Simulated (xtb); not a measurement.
F2Lu, doublet, from a rough starting geometry (GFN-xTB shapes and energies of metal compounds can be far from the true ones) (the multiplicity is a formal guess); GFN2-xTB in xtb.

Here is a job for xtb.
```
$ xtb mol.xyz --gfn 2 --uhf 1 --opt vtight --json

# file mol.xyz
3

Lu     0.81319295     0.45604227     0.18416542
F     -0.74734116     0.72146841    -1.10485187
F     -0.01633050    -1.21354031     0.93599294
```

Problem. Write the output that xtb gives for this input, abridged.

Solution. 
```
   ID    Z sym.   atoms
    1   71 Lu     1
    2    9 F      2, 3

           -------------------------------------------------
          |                Calculation Setup                |
           -------------------------------------------------

           -------------------------------------------------
          |                 G F N 2 - x T B                 |
           -------------------------------------------------

          ...................................................
          :                      SETUP                      :
          :.................................................:
          :  # basis functions                  18          :
          :  # atomic orbitals                  17          :
          :  # shells                            7          :
          :  # electrons                        17          :
          :  max. iterations                   250          :
          :  Hamiltonian                  GFN2-xTB          :
          :  restarted?                      false          :
          :  GBSA solvation                  false          :
          :  PC potential                    false          :
          :  electronic temp.          300.0000000     K    :
          :  accuracy                    1.0000000          :
          :  -> integral cutoff          0.2500000E+02      :
          :  -> integral neglect         0.1000000E-07      :
          :  -> SCF convergence          0.1000000E-05 Eh   :
          :  -> wf. convergence          0.1000000E-03 e    :
          :  Broyden damping             0.4000000          :
          :  net charge                          0          :
          :  unpaired electrons                  1          :
          ...................................................

 iter      E             dE          RMSdq      gap      omega  full diag
   1     17.2147608  0.172148E+02  0.678E+01    2.13       0.0  T
   2     -9.2549832 -0.264697E+02  0.300E+01    0.09       1.0  T
   3     -9.5156397 -0.260657E+00  0.219E+01    0.02       1.0  T
   4     -9.9160239 -0.400384E+00  0.165E+01    0.02       1.0  T
   5    -10.3978371 -0.481813E+00  0.169E+01    0.56       1.0  T
   6     -9.8452393  0.552598E+00  0.175E+01    0.02       1.0  T
   7     -9.7513176  0.939217E-01  0.204E+01    0.46       1.0  T
   8     17.9911685  0.277425E+02  0.656E+01    2.90       1.0  T
   9     17.4179480 -0.573220E+00  0.650E+01    2.72       1.0  T
  10     12.7725187 -0.464543E+01  0.586E+01    1.70       1.0  T
  11      6.9462153 -0.582630E+01  0.509E+01    0.80       1.0  T
  12      6.8569994 -0.892159E-01  0.508E+01    0.77       1.0  T
  13     14.8912383  0.803424E+01  0.605E+01    2.07       1.0  T
  14     -9.9682082 -0.248594E+02  0.125E+01    0.01       1.0  T
  15     -9.2683424  0.699866E+00  0.177E+01    0.58       1.0  T
  16     -8.7813088  0.487034E+00  0.192E+01    0.48       1.0  T
  17     -8.0896727  0.691636E+00  0.208E+01    0.42       1.0  T
  18    -10.5313944 -0.244172E+01  0.122E+01    0.90       1.0  T
  19    -10.3964876  0.134907E+00  0.894E+00    0.50       1.0  T
  20    -10.5071557 -0.110668E+00  0.117E+01    0.66       1.0  T
  21    -10.5180427 -0.108870E-01  0.120E+01    0.70       1.0  T
  22    -10.3839889  0.134054E+00  0.103E+01    0.30       1.0  T
  23    -10.3094821  0.745068E-01  0.106E+01    0.18       1.0  T
  24    -10.3947253 -0.852432E-01  0.131E+01    0.61       1.0  T
  25    -10.4305822 -0.358569E-01  0.127E+01    0.73       1.0  T
  26    -10.3890740  0.415082E-01  0.135E+01    0.82       1.0  T
  27    -10.4249186 -0.358446E-01  0.135E+01    0.86       1.0  T
  28    -10.4427156 -0.177970E-01  0.133E+01    0.88       1.0  T
  29    -10.4214370  0.212786E-01  0.134E+01    0.88       1.0  T
  30    -10.4263999 -0.496284E-02  0.134E+01    0.88       1.0  T
  31    -10.4195254  0.687440E-02  0.134E+01    0.88       1.0  T
  32    -10.4227778 -0.325236E-02  0.134E+01    0.88       1.0  T
  33    -10.3880674  0.347104E-01  0.134E+01    0.86       1.0  T
  34    -10.3802223  0.784510E-02  0.135E+01    0.85       1.0  T
  35    -10.3770034  0.321894E-02  0.135E+01    0.85       1.0  T
  36    -10.3729953  0.400810E-02  0.136E+01    0.85       1.0  T
  37    -10.3543441  0.186512E-01  0.136E+01    0.85       1.0  T
  38    -10.3594095 -0.506538E-02  0.136E+01    0.85       1.0  T
  39    -10.3424908  0.169186E-01  0.137E+01    0.84       1.0  T
  40    -10.3429741 -0.483216E-03  0.137E+01    0.84       1.0  T
  41    -10.3432864 -0.312338E-03  0.137E+01    0.84       1.0  T
  42    -10.3355556  0.773076E-02  0.136E+01    0.85       1.0  T
  43    -10.3620019 -0.264463E-01  0.133E+01    0.88       1.0  T
  44    -10.3546651  0.733681E-02  0.132E+01    0.89       1.0  T
  45    -10.4123768 -0.577117E-01  0.123E+01    0.94       1.0  T
  46    -10.4164918 -0.411493E-02  0.119E+01    0.95       1.0  T
  47    -10.4282026 -0.117109E-01  0.116E+01    0.96       1.0  T
  48    -10.4305623 -0.235963E-02  0.115E+01    0.96       1.0  T
  49    -10.4293319  0.123035E-02  0.115E+01    0.96       1.0  T
  50    -10.4251993  0.413264E-02  0.116E+01    0.96       1.0  T
  51    -10.4318544 -0.665514E-02  0.115E+01    0.97       1.0  T
  52    -10.4612333 -0.293789E-01  0.109E+01    1.02       1.0  T
  53    -10.4996797 -0.384464E-01  0.988E+00    1.12       1.0  T
  54    -10.5311012 -0.314215E-01  0.850E+00    1.29       1.0  T
  55    -10.5491678 -0.180666E-01  0.676E+00    1.54       1.0  T
  56    -10.5546051 -0.543735E-02  0.491E+00    1.86       1.0  T
  57    -10.5546021  0.306981E-05  0.368E+00    2.08       1.0  T
  58    -10.5525725  0.202957E-02  0.324E+00    2.16       1.0  T
  59    -10.5479518  0.462071E-02  0.294E+00    2.19       1.0  T
  60    -10.5443873  0.356450E-02  0.256E+00    2.27       1.0  T
  61    -10.5424501  0.193715E-02  0.213E+00    2.40       1.0  T
  62    -10.5426529 -0.202751E-03  0.197E+00    2.43       1.0  T
[...]
         :: total energy             -10.551978328491 Eh    ::
 * total energy  :   -10.5519783 Eh     change       -0.8191137E-10 Eh
 * total energy  :   -10.5521264 Eh     change       -0.1480574E-03 Eh
 * total energy  :   -10.5522891 Eh     change       -0.1626727E-03 Eh
 * total energy  :   -10.5522916 Eh     change       -0.2517431E-05 Eh
 * total energy  :   -10.5522929 Eh     change       -0.1354446E-05 Eh
 * total energy  :   -10.5522929 Eh     change       -0.5719675E-08 Eh
   *** GEOMETRY OPTIMIZATION CONVERGED AFTER 6 ITERATIONS ***
[...]
          :  # electrons                        17          :
          :  max. iterations                   250          :
          :  Hamiltonian                  GFN2-xTB          :
          :  restarted?                      false          :
          :  GBSA solvation                  false          :
          :  PC potential                    false          :
          :  electronic temp.          300.0000000     K    :
          :  accuracy                    1.0000000          :
          :  -> integral cutoff          0.2500000E+02      :
          :  -> integral neglect         0.1000000E-07      :
          :  -> SCF convergence          0.1000000E-05 Eh   :
          :  -> wf. convergence          0.1000000E-03 e    :
          :  Broyden damping             0.4000000          :
          :  net charge                          0          :
          :  unpaired electrons                  1          :
          ...................................................

 iter      E             dE          RMSdq      gap      omega  full diag
   1    -10.5578337 -0.105578E+02  0.971E-06    2.69       0.0  T
   2    -10.5578337 -0.284217E-13  0.356E-06    2.69   16202.8  T
   3    -10.5578337  0.000000E+00  0.548E-06    2.69   10532.3  T

   *** convergence criteria satisfied after 3 iterations ***

         :::::::::::::::::::::::::::::::::::::::::::::::::::::
         ::                     SUMMARY                     ::
         :::::::::::::::::::::::::::::::::::::::::::::::::::::
         :: total energy             -10.552292936360 Eh    ::
         :: gradient norm              0.000018494270 Eh/a0 ::
         :: HOMO-LUMO gap              2.686003635945 eV    ::
         ::.................................................::
         :: SCC energy               -10.557833677244 Eh    ::
         :: -> isotropic ES            0.055739747145 Eh    ::
         :: -> anisotropic ES          0.001807488201 Eh    ::
         :: -> anisotropic XC         -0.006060605025 Eh    ::
         :: -> dispersion             -0.000942974588 Eh    ::
         :: repulsion energy           0.005540740883 Eh    ::
         :: add. restraining           0.000000000000 Eh    ::
         :: total charge               0.000000000000 e     ::
         :::::::::::::::::::::::::::::::::::::::::::::::::::::

           -------------------------------------------------
          |                Property Printout                |
           -------------------------------------------------

    * Orbital Energies and Occupations

         #    Occupation            Energy/Eh            Energy/eV
      -------------------------------------------------------------
         1        2.0000           -0.8134399             -22.1348
         2        2.0000           -0.8043567             -21.8877
         3        2.0000           -0.5016231             -13.6499
         4        2.0000           -0.4876860             -13.2706
         5        2.0000           -0.4756342             -12.9427
         6        2.0000           -0.4741485             -12.9022
         7        2.0000           -0.4708144             -12.8115
         8        2.0000           -0.4707538             -12.8099
         9        1.0000           -0.3817439             -10.3878 (HOMO)
        10                         -0.2830351              -7.7018 (LUMO)
        11                         -0.2826784              -7.6921
        12                         -0.2799234              -7.6171
        13                         -0.2722140              -7.4073
        14                         -0.2661011              -7.2410
        15                         -0.1422027              -3.8695
        16                          0.1579715               4.2986
        17                          0.2499916               6.8026
      -------------------------------------------------------------
                  HL-Gap            0.0987088 Eh            2.6860 eV
             Fermi-level           -0.3793192 Eh          -10.3218 eV

     #   Z          covCN         q      C6AA      α(0)
     1  71 Lu       1.268     0.745   523.641    64.947
     2   9 F        0.634    -0.373    13.213     4.289
     3   9 F        0.634    -0.373    13.212     4.289

 Mol. C6AA /au·bohr⁶  :        842.734270
 Mol. C8AA /au·bohr⁸  :     112291.515918
 Mol. α(0) /au        :         73.525591

Wiberg/Mayer (AO) data.
largest (>0.10) Wiberg bond orders for each atom

 ---------------------------------------------------------------------------
     #   Z sym  total        # sym  WBO       # sym  WBO       # sym  WBO
 ---------------------------------------------------------------------------
     1  71 Lu   2.032 --     2 F    1.016     3 F    1.016
     2   9 F    1.083 --     1 Lu   1.016
     3   9 F    1.082 --     1 Lu   1.016
 ---------------------------------------------------------------------------

Topologies differ in total number of bonds
Writing topology from bond orders to xtbtopo.mol

molecular dipole:
                 x           y           z       tot (Debye)
 q only:        1.620       0.970       0.349
   full:        1.248       0.747       0.269       3.760
molecular quadrupole (traceless):
                xx          xy          yy          xz          yz          zz
 q only:        3.329       2.434      -1.233      -1.041       4.153      -2.096
  q+dip:        2.355       1.348      -1.024      -1.477       3.983      -1.331
   full:        1.092      -0.715      -1.022      -3.291       5.517      -0.070

optimized geometry written to: xtbopt.xyz

           -------------------------------------------------
          | TOTAL ENERGY              -10.552292936360 Eh   |
          | GRADIENT NORM               0.000018494270 Eh/α |
          | HOMO-LUMO GAP               2.686003635945 eV   |
           -------------------------------------------------

normal termination of xtb
```
